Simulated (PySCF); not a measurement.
First SCF of a structure search on doublet GaH₃⁻, at a hand-made trigonal pyramidal geometry. PySCF input:

```python
from pyscf import gto, scf, dft
mol = gto.M(atom='''
Ga     0.000000     0.000000     0.000000
H      1.377400     0.000000     0.732400
H     -0.688700     1.192900     0.732400
H     -0.688700    -1.192900     0.732400''',
    basis={'Ga': 'def2-TZVPD', 'H': 'def2-TZVPD'},
    charge=-1, spin=1)
mf = dft.UKS(mol, xc='PBE0')
mf.grids.atom_grid = (50, 194)
aux = {'Ga': 'def2-universal-JKFIT', 'H': 'def2-universal-JKFIT'}
mf = mf.density_fit(auxbasis=aux)
mf.conv_tol = 1e-08
mf.diis_space = 10
mf.max_cycle = 60
mf.init_guess = 'minao'
mf.verbose = 4
mf.kernel()
```

Excerpt of the output (cycles alone):

```
init E= -1925.69025178548
cycle= 1 E= -1926.30926863399  delta_E= -0.619  |g|= 0.448  |ddm|= 1.04
cycle= 2 E= -1926.31694358997  delta_E= -0.00767  |g|= 0.517  |ddm|= 1.09
cycle= 3 E= -1926.3564822373  delta_E= -0.0395  |g|= 0.0433  |ddm|= 0.24
cycle= 4 E= -1926.35738011133  delta_E= -0.000898  |g|= 0.00796  |ddm|= 0.0984
cycle= 5 E= -1926.35741529023  delta_E= -3.52e-05  |g|= 0.00138  |ddm|= 0.0255
cycle= 6 E= -1926.3574179195  delta_E= -2.63e-06  |g|= 0.000565  |ddm|= 0.0132
cycle= 7 E= -1926.35741830412  delta_E= -3.85e-07  |g|= 0.000124  |ddm|= 0.00247
cycle= 8 E= -1926.35741834169  delta_E= -3.76e-08  |g|= 2.78e-05  |ddm|= 0.00164
cycle= 9 E= -1926.35741834347  delta_E= -1.77e-09  |g|= 4.05e-06  |ddm|= 0.000125
Extra cycle  E= -1926.3574183435  delta_E= -3.71e-11  |g|= 2.33e-06  |ddm|= 5.87e-05
converged SCF energy = -1926.3574183435  <S^2> = 0.7520472  2S+1 = 2.0020462
```

No lower solution of this spin was found by a stability analysis within the unrestricted form.

The search for the lowest solution, with the stability check, took 4 s on 2 threads of a shared Intel Xeon Platinum 8259CL @ 2.50GHz (Skylake/Cascade Lake) host, with 81 basis functions; the process peaked at 0.31 GiB. Launch command: `OMP_NUM_THREADS=2 python axn.py task.json out`.
